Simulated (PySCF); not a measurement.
## Ionising BiCl

UHF-CCSD; PySCF, scalar-relativistic core potentials, basis sets Bi cc-pVDZ-PP with ECP60, Cl cc-pV(D+d)Z. Neutral (UHF): triplet (π ↑↑), Re = 2.491 Å, ωe = 324 cm⁻¹, De = 2.19 eV.

BiCl⁺ (UHF): doublet (π ↑), Re = 2.376 Å, ωe = 393 cm⁻¹. The energies at the minima are -673.34867 hartree for BiCl and -673.04476 for BiCl⁺.

Task: Work out the adiabatic ionisation energy, without and with harmonic zero-point energies (1 hartree = 27.2114 eV, 1 eV = 8065.5 cm⁻¹), and the change of the bond length.

Result: At UHF-CCSD: 0.30391 hartree = 8.270 eV between the minima; the zero-point term (393.0 − 324.0)/2 cm⁻¹ = +0.004 eV makes it 8.274 eV. Re changes by -11.5 pm against the neutral. The electron leaves a π orbital, and the shorter bond of the ion fits an antibonding orbital, or a change in how ionic the bond is.

Correlated steps freeze 9 core orbitals. Correlated levels converge slowly with the basis: in double zeta they bind strong bonds too weakly, by up to about 1 eV, and carry superposition errors of some tenths. These are scalar-relativistic numbers at best; spin–orbit coupling would shift them, the dissociation energy most. States were picked by a PBE0 search and need not be the measured ground states.
